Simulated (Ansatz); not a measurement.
## GaHCl2O (SMILES [OH][Ga]([Cl])[Cl]): the energy to break a bond

The species is GaHCl2O (5 atoms), meant as a singlet with charge 0. SMILES: `[OH][Ga]([Cl])[Cl]`. Geometry: optimised at PBE0/def2-SVP.

```
atom    x (Å)    y (Å)    z (Å)
   O   0.2542   1.3550   0.2457
  Ga   0.1171  -0.3940   0.0554
  Cl   1.5060  -1.6389   1.0623
  Cl  -1.4141  -1.2449  -1.1609
   H  -0.4133   1.8492  -0.2438
```

Wanted: the dissociation energy of the Ga2–O1 bond into doublet GaCl2 and doublet OH (shapes relaxed at PBE0/def2-SVP, no zero-point term). 1 Eh = 2625.50 kJ/mol = 27.2114 eV. Totals in Eh; open shells run unrestricted unless said.

```
                                level  program       GaHCl2O  doublet GaCl2  doublet OH
                        BLYP/def2-SVP   Ansatz  -2920.667387   -2844.859790  -75.651084
                      r2SCAN/def2-SVP   Ansatz  -2920.528750   -2844.738110  -75.629763
MP2/def2-SVP, 20 core orbitals frozen   Ansatz  -2917.905618   -2842.257125  -75.473603
```

Problem. Work out the dissociation energy at each level.

Solution. 
1. BLYP/def2-SVP: (-2844.859790) + (-75.651084) − (-2920.667387) = 0.156513 Eh = 410.9 kJ/mol = 4.26 eV.
2. r2SCAN/def2-SVP: (-2844.738110) + (-75.629763) − (-2920.528750) = 0.160877 Eh = 422.4 kJ/mol = 4.38 eV.
3. MP2/def2-SVP: (-2842.257125) + (-75.473603) − (-2917.905618) = 0.174890 Eh = 459.2 kJ/mol = 4.76 eV.

The levels span 411 to 459 kJ/mol; no measured value is set beside them. A bond enthalpy at 298 K also holds the loss of zero-point energy and thermal terms.
